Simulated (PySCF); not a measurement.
(H3Sn)2S.
Bonds: Sn1–S5, S5–Sn6. Hydrogens: H2, H3, H4 on Sn1; H7, H8, H9 on Sn6.

Computed by this run: PBE0-D3(BJ)/def2-SVP geometry optimisation, gas phase, def2 core potentials past Kr (PySCF); density fitting, grid level 1; the optimiser is geomeTRIC in internal coordinates, started from a GFN2-xTB structure with every atom displaced at random (about 0.03 Å).

Step 0: E = -22588.8241 eV
```
atom  x, y, z in Å  |  force x, y, z in eV/Å
Sn1    -1.0137   -1.4263    0.8277   -0.435   1.398  -0.081
H2     -0.8376   -0.7214    2.3343    0.270   0.150   0.604
H3     -1.3418   -3.0047    0.8718   -0.148  -1.608   0.056
H4     -2.3282   -0.6103    0.1427   -0.337   0.162  -0.242
S5      0.8567   -1.0899   -0.5816    0.713  -0.118  -0.358
Sn6     1.1122    1.2999   -0.8596    0.422  -0.084   0.980
H7      2.7458    1.4773   -1.2818    0.204  -0.008  -0.030
H8      0.1583    1.8452   -2.0841   -0.691   0.302  -0.765
H9      0.7810    2.1609    0.6050    0.001  -0.193  -0.164
```

Step 1: E = -22588.9974 eV
```
atom  x, y, z in Å  |  force x, y, z in eV/Å
Sn1    -1.0456   -1.3788    0.8190   -0.331  -0.024   0.064
H2     -0.7885   -0.6807    2.3826    0.040  -0.162  -0.195
H3     -1.3366   -3.0957    0.8801    0.129   0.440   0.004
H4     -2.3941   -0.5578    0.1002    0.182  -0.144   0.057
S5      0.9087   -1.0987   -0.5870    0.028  -0.134   0.047
Sn6     1.1355    1.2964   -0.8491   -0.082   0.100  -0.328
H7      2.7874    1.5074   -1.2653   -0.101  -0.002   0.000
H8      0.0924    1.8507   -2.1245    0.191  -0.107   0.258
H9      0.7736    2.0878    0.6183   -0.055   0.033   0.093
```

Task: Estimate the geometry and energy of step 2. (The exact step hangs on the optimiser's Hessian estimate; all steps are aligned on step 1, rigid shifts and turns removed.)

Result: E = -22589.0240 eV, largest force 0.134 eV/Å
```
atom  x, y, z in Å  |  force x, y, z in eV/Å
Sn1    -1.0489   -1.3553    0.8062   -0.105  -0.006   0.009
H2     -0.7661   -0.6722    2.3550    0.031  -0.046  -0.027
H3     -1.3257   -3.0492    0.8829    0.039   0.128   0.009
H4     -2.3790   -0.5471    0.0787    0.032  -0.029  -0.013
S5      0.9197   -1.1181   -0.5845    0.033  -0.062   0.011
Sn6     1.1292    1.2802   -0.8425   -0.042   0.034  -0.048
H7      2.7682    1.5136   -1.2691   -0.010   0.014  -0.007
H8      0.0798    1.8207   -2.0912    0.035  -0.020   0.065
H9      0.7555    2.0579    0.6388   -0.015  -0.012   0.001
```

The energy changes by -0.0266 eV. The first-order estimate −F·Δx gives -0.0394 eV and the mean of the old and new forces, exact on a quadratic surface, -0.0258 eV. The step makes an angle of 63° with the force vector and moves no atom by more than 0.048 Å.

What follows is the cost of the whole optimisation. Hardware: one thread, AMD EPYC 7B13 (x86_64), shared host with 64 logical CPUs at a one-minute load of 9.0. Cost: 34 s wall, 0.41 GiB resident at most.
